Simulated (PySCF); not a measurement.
## How methods differ on the excitation energy of Tl⁺

Tl⁺ [Xe] 4f14 5d10 6s2 (1S) → Tl⁺ [Xe] 4f14 5d9 6s2 6p1 (high-spin determinant), as a difference of total energies. All numbers are calculated (PySCF 2.14, scalar relativity by spin-free X2C-1e, in x2c-TZVPPall with one added diffuse shell each of s, p, d, f type (12s8p7d4f, 99 functions)). Correlated levels: valence and next inner shell: [Kr] 4d10 4f14 frozen. The calculations carry no spin-orbit coupling.

| method | excitation energy (eV) |
| --- | --- |
| UHF | 14.547 |
| MP2 (valence and next inner shell) | 15.680 |
| SCS-MP2 (valence and next inner shell) | 15.588 |
| CCSD (valence and next inner shell) | 15.332 |
| CCSD(T) (valence and next inner shell) | 15.345 |

Task: How much does correlation contribute at CCSD(T) (valence and next inner shell)?

Result: 15.345 − (14.547) = 0.798 eV, measured against UHF.

A first-order spin-orbit estimate (lowest level to lowest level, LS coupling) adds -0.402 eV.

The determinant of the upper state mixes LS terms, which raises its energy above the lowest term, most at the Hartree-Fock and MP2 levels.
